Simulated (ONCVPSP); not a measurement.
## How hard is this Mg ONCV potential?

| Quantity | Value |
| --- | --- |
| Element | Mg (Z = 12) |
| Generator | ONCVPSP 4.0.1 |
| Type | optimised norm-conserving Vanderbilt (ONCV) |
| Functional | PBEsol |
| Relativity | scalar-relativistic |
| Frozen core | [He] |
| Valence charge | 10 |
| Reference configuration | 2s2 2p6 3s1 (charge +1) |
| Partial waves | 2s+3s: rc 0.95 bohr, ncon 4, nbas 8, qcut 15.6 1/bohr, 3 projectors, debl 2.1 Ha; 2p: rc 0.85 bohr, ncon 3, nbas 7, qcut 16.8 1/bohr, 3 projectors, debl 1.5 Ha; d scattering state at 0.14 Ha: rc 1.05 bohr, ncon 3, nbas 7, qcut 8 1/bohr, 2 projectors, debl 3.4 Ha |
| Local potential | polynomial inside 0.70 bohr (lpopt 4, dvloc0 1 Ha) |
| Core correction | Teter function, fcfact 6, rcfact 1.4 |

In the p channel the program set the typed energies aside and used -2.043, 0.250, 1.750 Ha.

**Question.** For each optimised wave give the share of its norm inside rc, the residual kinetic energy above qcut (Ha) and the cutoffs (Ha) for errors of 10, 1, 0.1 and 0.01 mHa per electron.

**Answer.**

```tsv
wave	norm inside rc	residual KE	10 mHa	1 mHa	0.1 mHa	0.01 mHa
2s	0.818	1.3e-08	43.7	64.2	80.3	93.3
3s	0.030	2.9e-09	10.8	45.6	66.7	83.4
s projector 3	0.033	8.4e-09	13.6	52.7	73.1	89.4
2p	0.732	6.6e-07	80.0	99.8	114.6	126.8
p projector 2	0.057	2.0e-07	64.0	87.4	106.5	121.5
p projector 3	0.038	3.6e-07	64.7	88.9	108.5	123.7
d projector 1	0.011	3.0e-05	6.0	15.9	26.9	58.0
d projector 2	0.078	1.3e-03	22.1	33.2	62.2	126.0
```

The occupied waves need 100 Ha and 115 Ha for 1 and 0.1 mHa.
